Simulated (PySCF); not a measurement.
# Static response to an electric field

Compound: phenyl(2-thienyl)phosphine oxide, C₁₀H₉OPS.
Geometry (PBE0-D3(BJ)/def2-SVP, Å), atoms numbered from 1 in this order:
```
atom  x, y, z in Å
O1     0.457    1.163   -2.467
P2     0.252    0.000   -1.548
C3    -1.241    0.122   -0.527
C4    -1.706   -0.935    0.261
C5    -2.854   -0.769    1.032
C6    -3.538    0.447    1.010
C7    -3.079    1.497    0.216
C8    -1.929    1.337   -0.556
C9     1.643   -0.221   -0.424
C10    2.734    0.618   -0.430
C11    3.710    0.253    0.536
C12    3.343   -0.857    1.253
S13    1.813   -1.459    0.764
H14    0.116   -1.286   -2.152
H15   -1.178   -1.893    0.278
H16   -3.220   -1.593    1.650
H17   -4.440    0.574    1.614
H18   -3.620    2.446    0.195
H19   -1.551    2.139   -1.195
H20    2.804    1.460   -1.121
H21    4.647    0.787    0.695
H22    3.894   -1.354    2.052
```

Level: CAM-B3LYP/def2-SVPD (PySCF), static field, nuclei fixed, core orbitals frozen in the response. The polarisability tensor in these axes (au):

```
x   189.54  -4.70  -6.41
y    -4.70 143.30 -20.75
z    -6.41 -20.75 131.59
```

Task: What are the eigenvalues, a third of the trace, and Δα (Δα² = ½Σ(αi − αj)² over the three pairs)?

Result: Principal values 115.03, 159.01 and 190.39 au; mean 154.81 au = 22.94 Å³ = 25.52 × 10⁻⁴⁰ C²·m²/J; Δα = 65.56 au (42 % of the mean).

Task: What is the dipole moment, and where does it point?

Result: (-0.37, -2.02, 3.51) D, 4.06 D in size, pointing from the negative to the positive side. Measured along this direction, the outermost atoms are O1 at the negative end and H16 at the positive end.

Task: Rayleigh depolarisation ratio (linearly polarised light, static tensor)?

Result: ρ = 3Δα²/(45ᾱ² + 4Δα²) = 12896.2/(1078485 + 17194.9) = 0.0118.

Task: Find the Langevin capture rate constant for H3O+ (19.018 u) meeting this molecule (208.011 u), k = 2.342 × 10⁻⁹ cm³/s × √(α in Å³ / reduced mass in u).

Result: The reduced mass is 17.43 u, so k = 2.69 × 10⁻⁹ cm³/s. The formula leaves out the permanent dipole, which adds to the capture rate.

Task: How large is μ²/3kT at 350 K beside α?

Result: In Gaussian units μ²/3kT = 113.93 Å³ against 22.94 Å³, a ratio of 4.97; the Debye molar polarisation (4π/3)N_A(α + μ²/3kT) is 345.3 cm³/mol, leaving out the vibrational part.

Task: Form Σ f/ω² (atomic units) for the 10 lowest TDDFT singlets, given as eV and f, and set it beside the mean polarisability, which is this sum over all singlets: 5.34, 0.0753; 5.36, 0.1065; 5.64, 0.1271; 5.97, 0.0432; 6.13, 0.0021; 6.29, 0.0044; 6.37, 0.0040; 6.41, 0.0003; 6.54, 0.0056; 6.71, 0.0683.

Result: They add up to 9.98 au, 6.4 % of the 154.81 au; the largest single term is 2.96 au, from the state at 5.64 eV. Terms in order: 1.96, 2.74, 2.96, 0.90, 0.04, 0.08, 0.07, 0.01, 0.10, 1.12 au. Higher excitations give the rest. The strengths listed sum to 0.437.

One conformer (not necessarily the lowest) at the PBE0-D3(BJ)/def2-SVP geometry, without solvent, vibrations or thermal averaging.
